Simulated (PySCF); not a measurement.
From results back to the method.

BH6NSSi.
Z-matrix (Å and degrees, PBE0-D3(BJ)/def2-SVP geometry), rows numbered from 1:
```
N 
B   1  1.3914
S   2  1.8290  1  119.68
Si  3  2.1472  2   98.70  1  -178.43
H   1  1.0121  2  123.72  3     0.30
H   1  1.0108  2  122.15  3  -179.75
H   2  1.2095  1  119.56  3   179.94
H   4  1.4915  3  106.37  2  -179.73
H   4  1.4930  3  111.42  2   -60.58
H   4  1.4930  3  111.47  2    61.21
```

The closed-shell ground state was solved 6 times with PySCF (density fitting, gas phase), always with PBE0, in these basis sets: 6-311+G(2d,p), 6-31G*, STO-3G, aug-cc-pVDZ, def2-TZVP and pcSseg-0.

| row | total energy (Eh) | HOMO (eV) | LUMO (eV) | dipole (D) |
| --- | --- | --- | --- | --- |
| P | -770.6662 | -7.20 | -0.19 | 1.92 |
| Q | -770.6735 | -7.21 | 0.07 | 2.00 |
| R | -770.5716 | -7.02 | 0.46 | 2.16 |
| S | -769.6078 | -7.24 | 0.40 | 2.35 |
| T | -770.6328 | -7.20 | -0.27 | 1.91 |
| U | -761.8398 | -3.60 | 4.60 | 1.34 |

**Question.** Which basis belongs to which row?

**Answer.** P = 6-311+G(2d,p), Q = def2-TZVP, R = 6-31G*, S = pcSseg-0, T = aug-cc-pVDZ, U = STO-3G. From the lowest total energy up: def2-TZVP (172 functions) 0 eV; 6-311+G(2d,p) (160 functions) +0.20 eV; aug-cc-pVDZ (154 functions) +1.11 eV; 6-31G* (76 functions) +2.77 eV; pcSseg-0 (56 functions) +29.00 eV; STO-3G (34 functions) +240.38 eV.

One conformer stands for the species.
